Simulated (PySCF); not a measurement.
Orbital energies and ionisation energy

Species: C8H10N2.
Structure used (PBE0-D3(BJ)/def2-SVP), in Å, numbered top down from 1:
```
atom  x, y, z in Å
C1     3.028   -1.022   -0.576
C2     1.720   -0.866   -0.334
C3     1.087    0.302    0.257
C4     1.654    1.539    0.669
N5     0.744    2.359    1.166
N6    -0.398    1.682    1.087
C7    -0.270    0.445    0.550
C8    -1.411   -0.481    0.395
C9    -1.825   -0.947   -0.974
C10   -2.701    0.001   -0.217
H11    3.761   -0.248   -0.332
H12    3.410   -1.940   -1.028
H13    1.037   -1.682   -0.596
H14    2.695    1.856    0.613
H15   -1.257    2.105    1.414
H16   -1.512   -1.220    1.199
H17   -2.150   -1.984   -1.084
H18   -1.265   -0.552   -1.825
H19   -3.634   -0.377    0.207
H20   -2.749    1.036   -0.565
```

Level: CAM-B3LYP/def2-SVPD (PySCF). Frontier orbitals with their largest atomic shares (Löwdin; up to four atoms above 4 %):

```tsv
orbital	ε (eV)	main atoms
HOMO−3	-10.32	C2 26 %, C3 19 %, C1 17 %, N6 8 %
HOMO−2	-9.59	N5 51 %, C4 11 %, N6 8 %, C3 6 %
HOMO−1	-8.60	C4 25 %, N5 24 %, N6 20 %, C7 11 %
HOMO	-7.49	?
LUMO	0.61	C1 24 %, C2 20 %, C7 12 %, C3 8 %
LUMO+1	1.27	C10 15 %, H19 9 %, H15 8 %, C9 7 %
LUMO+2	1.49	H15 18 %, H20 11 %, C10 8 %, N5 8 %
```

Q: What vertical ionisation energy does ΔSCF give, and how far is −ε(HOMO) from it?

A: ΔSCF: 8.10 eV (782 kJ/mol; threshold wavelength 153 nm); ⟨S²⟩ of the doublet left behind is 0.778, against 0.75 for a pure doublet. −ε(HOMO) is 7.49 eV, 0.61 eV below it. In exact Kohn–Sham theory the two would be equal; CAM-B3LYP (range-separated hybrid) falls short of its own ΔSCF value by 8 %.

Q: On which atoms does the HOMO lie?

A: C1 (terminal =CH2 carbon) 22 %, C3 (substituted aromatic carbon) 19 %, C2 (alkene CH carbon) 15 %, C7 (substituted aromatic carbon) 13 %, so no atom holds as much as 40 %. The HOMO−1 lies 1.11 eV lower.

Q: What kinetic energy would electrons from this vertical process carry with He I light (21.218 eV)?

A: 21.22 − 8.10 = 13.12 eV.

Q: Shift the occupied levels rigidly so that −ε(HOMO) equals the ΔSCF value. What binding energies result?

A: The shift is +0.61 eV: HOMO 8.10, HOMO−1 9.21, HOMO−2 10.20, HOMO−3 10.93 eV. A rigid shift is only a rough guide to the deeper ionisations.

Q: How many of the 10 lowest singlet excitations (vertical TDDFT, same level) lie below the ionisation energy?

A: All 10; they run from 5.45 to 7.19 eV.

Q: With α = 107.4 au, estimate the like-pair dispersion coefficient by London's formula C6 = (3/4)α²I.

A: I = 0.2978 Eh, so C6 ≈ 2580 au, a rough estimate.

Isolated species at its PBE0-D3(BJ)/def2-SVP geometry (one conformer only).
